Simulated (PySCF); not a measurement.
**Steps of a relaxation of [Yb(NH3)3]3+**

[Yb(NH3)3]3+ (singlet in the valence; each metal's 4f electrons, 13 of them, lie in its core potential, out of spins and levels; a saddle point, relaxed within its symmetry). PySCF 2.14.0, RKS PBE0, Yb lcecp-1-SVP with ECP59, N def2-SVP, H def2-SVP; non-relativistic Hamiltonian with scalar-relativistic core potentials where named; density fitting; no spin-orbit coupling. Origin of the start: template. Columns: position (Å) and force (eV/Å). Energies are counted from the last step; some of the 7 steps are shown. Forces carry noise of the integration grid, about 0.01 to 0.03 eV/Å.

Run from Python with OMP_NUM_THREADS=2. Where DIIS fails, smearing, a level shift and second-order steps follow.
It took 35 s on 2 threads of AMD EPYC 9B14 (Zen 4), on a shared host, from the converged density of the start.

```xyz
13
step 0  E = 0.214 eV
Yb    0.0000    0.0000    0.0000     0.00    0.00    0.00
N     2.4575    0.0000    0.0000    -2.00    0.03    0.00
H     2.8555   -0.4696    0.8133     0.46   -0.25    0.42
H     2.8555   -0.4696   -0.8133     0.46   -0.25   -0.42
H     2.8555    0.9392    0.0000     0.45    0.47    0.00
N    -1.2287    2.1283    0.0000     0.97   -1.74    0.00
H    -1.0211    2.7077    0.8133    -0.01    0.52    0.41
H    -1.0211    2.7077   -0.8133    -0.01    0.52   -0.41
H    -2.2411    2.0033    0.0000    -0.63    0.15    0.00
N    -1.2288   -2.1283    0.0000     1.02    1.71    0.00
H    -1.8344   -2.2381    0.8133    -0.44   -0.27    0.42
H    -1.8344   -2.2381   -0.8133    -0.44   -0.27   -0.42
H    -0.6144   -2.9425    0.0000     0.18   -0.62    0.00
```

```xyz
13
step 2  E = 0.017 eV
Yb    0.0000    0.0000    0.0000     0.00    0.00    0.00
N     2.3803    0.0007    0.0000     0.09    0.00    0.00
H     2.8406   -0.4679    0.8088    -0.12    0.05   -0.09
H     2.8406   -0.4679   -0.8088    -0.12    0.05    0.09
H     2.8403    0.9350    0.0000    -0.12   -0.11    0.00
N    -1.1908    2.0610    0.0000    -0.04    0.08    0.00
H    -1.0151    2.6940    0.8088     0.01   -0.13   -0.09
H    -1.0151    2.6940   -0.8088     0.01   -0.13    0.09
H    -2.2299    1.9922    0.0000     0.15   -0.05    0.00
N    -1.1895   -2.0617    0.0000    -0.05   -0.08    0.00
H    -1.8255   -2.2261    0.8088     0.11    0.08   -0.09
H    -1.8255   -2.2261   -0.8088     0.11    0.08    0.09
H    -0.6104   -2.9273    0.0000    -0.03    0.15    0.00
```

```xyz
13
step 4  E = 0.000 eV
Yb    0.0000    0.0000    0.0000     0.00    0.00    0.00
N     2.3502    0.0008    0.0000     0.01    0.00    0.00
H     2.8043   -0.4671    0.8077    -0.01   -0.01    0.02
H     2.8043   -0.4671   -0.8077    -0.01   -0.01   -0.02
H     2.8044    0.9335    0.0000    -0.01    0.02    0.00
N    -1.1758    2.0349    0.0000    -0.01    0.01    0.00
H    -0.9976    2.6621    0.8077     0.01    0.00    0.02
H    -0.9976    2.6621   -0.8077     0.01    0.00   -0.02
H    -2.2107    1.9619    0.0000    -0.02   -0.02    0.00
N    -1.1744   -2.0357    0.0000    -0.01   -0.01    0.00
H    -1.8066   -2.1950    0.8077    -0.01    0.01    0.02
H    -1.8066   -2.1950   -0.8077    -0.01    0.01   -0.02
H    -0.5937   -2.8955    0.0000     0.02   -0.01    0.00
```

Q: Where does the relaxation end?

A: It converges at step 6 in C3h:
```xyz
13
step 6  E = 0
Yb    0.0000    0.0000    0.0000
N     2.3502    0.0009    0.0000
H     2.8024   -0.4677    0.8087
H     2.8024   -0.4677   -0.8087
H     2.8027    0.9348    0.0000
N    -1.1759    2.0349    0.0000
H    -0.9961    2.6608    0.8087
H    -0.9961    2.6608   -0.8087
H    -2.2109    1.9598    0.0000
N    -1.1744   -2.0358    0.0000
H    -1.8063   -2.1931    0.8087
H    -1.8063   -2.1931   -0.8087
H    -0.5917   -2.8946    0.0000
```

Q: How did the contacts change?

A: 
```tsv
contact	start (Å)	end (Å)
Yb1–N2 (NH3)	2.458	2.350
Yb1–N6 (NH3)	2.458	2.350
Yb1–N10 (NH3)	2.458	2.350
```


An lcecp potential fixes the number of 4f electrons, so in runs with it no electron can move into or out of that shell.
